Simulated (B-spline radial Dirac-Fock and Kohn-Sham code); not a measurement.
# Dipole and non-dipole photoemission parameters of V⁵⁺ 2p3/2

System: V⁵⁺ in the configuration [Ne] 3s2 3p6; threshold 612.1 eV (orbital energy of the model). The computed values come from a B-spline atomic structure program: Dirac-Hartree-Slater photoionisation with a Latter tail; cross sections with all multipoles, angular parameters from the dipole term and its interference with E2.

```tsv
hν (eV)	σ (kb)	β	γ	δ
735	581	1.342	-0.026	0.014
781	497	1.391	0.011	0.015
900	345	1.452	0.101	0.019
1240	145	1.468	0.303	0.026
1253.6	141	1.467	0.310	0.026
1340	117	1.458	0.353	0.028
1520	81.5	1.433	0.431	0.032
1570	?	?	?	?
1610	68.9	1.419	0.466	0.034
2984.4	10.6	1.196	0.820	0.068
4670	2.51	0.984	1.036	0.113
7750	0.451	0.733	1.239	0.191
8047.8	0.396	0.715	1.252	0.198
8330	0.351	0.699	1.265	0.204
9290	0.239	0.647	1.302	0.226
15000	0.0429	0.433	1.440	0.342
```

**Question.** Give the values at 1570 eV.

**Answer.** σ = 74.2 kb, β = 1.426, γ = 0.451, δ = 0.033.
